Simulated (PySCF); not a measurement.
Compound: C6H7F2O (charge +1).
Numbering: `[F:1][CH:2]([F:3])[O:4][C+:5]1[CH:6]=[CH:7][CH2:8][CH2:9]1` (hydrogens: H10 on C2; H11 on C6; H12 on C7; H13, H14 on C8; H15, H16 on C9)

Structure used (PBE0-D3(BJ)/def2-SVP), in Å, numbered top down from 1:
```
atom  x, y, z in Å
F1     2.7236    0.0569    0.6081
C2     2.2206   -1.1619    0.5622
F3     2.2233   -1.5954   -0.6836
O4     0.8666   -1.1148    1.0223
C5    -0.0277   -0.3710    0.4595
C6    -1.3591   -0.3656    0.9323
C7    -2.0675    0.5041    0.1506
C8    -1.2401    1.1370   -0.8970
C9     0.1508    0.5416   -0.6980
H10    2.7429   -1.8506    1.2398
H11   -1.7211   -0.9607    1.7707
H12   -3.1334    0.7176    0.2782
H13   -1.2626    2.2370   -0.7926
H14   -1.6630    0.9404   -1.8987
H15    0.9315    1.2897   -0.4790
H16    0.5235   -0.0226   -1.5702
```

Linear response at CAM-B3LYP/def2-SVPD (PySCF, frozen core in the response, non-relativistic). Geometry: PBE0-D3(BJ)/def2-SVP, one conformer, isolated ion.

Static isotropic polarisability: 70.53 au (10.45 Å³), principal values 49.5, 67.2, 94.9 au.

Problem. What is the polarisability at 1064 nm and at the sodium D line?

Solution. 71.30 au at 1064 nm (+1.1 %), 73.25 au at 589.3 nm (+3.9 %). The rise at 589.3 nm is 3.52 times that at 1064 nm; a pure ω² law gives 3.26. The lowest singlet lies at 232 nm, shorter than both wavelengths.

Problem. What is the isotropic C6 coefficient between two such ions, C6 = (3/π)∫α(iω)² dω?

Solution. 2205 au (Eh·bohr⁶) by a ten-point quadrature over imaginary frequencies, which is 1320 eV·Å⁶ or 127 J·nm⁶/mol.

Problem. Which effective excitation energy ω̄ makes London's formula C6 = (3/4)α²ω̄ exact here?

Solution. ω̄ = 4·C6/(3α²) = 0.591 Eh = 16.1 eV. A one-pole form α(ω) = α/(1 − ω²/ω̄²) fitted to the 1064 nm value gives 11.2 eV.

Problem. The lowest 6 singlets have (eV, f): 5.35, 0.326; 5.94, 0.001; 6.55, 0.001; 6.92, 0.000; 7.03, 0.086; 7.69, 0.000. What share of the static polarisability do they carry in the sum over states α = Σ f/ω²?

Solution. 9.78 au, 13.9 % of α; the largest term, 8.45 au, is that of the state at 5.35 eV. Their oscillator strengths add up to 0.41. Higher states carry the rest.

Problem. What three-body coefficient follows from the one-pole estimate C9 = (3/4)·α·C6?

Solution. 117000 au. This is an estimate from the two numbers above, not a computed integral.

Problem. How many electrons N does the Slater–Kirkwood formula C6 = (3/4)·√N·α^(3/2) need to give this C6?

Solution. N = (4·C6/3)²/α³ = 24.6; the species has 68 electrons in all.
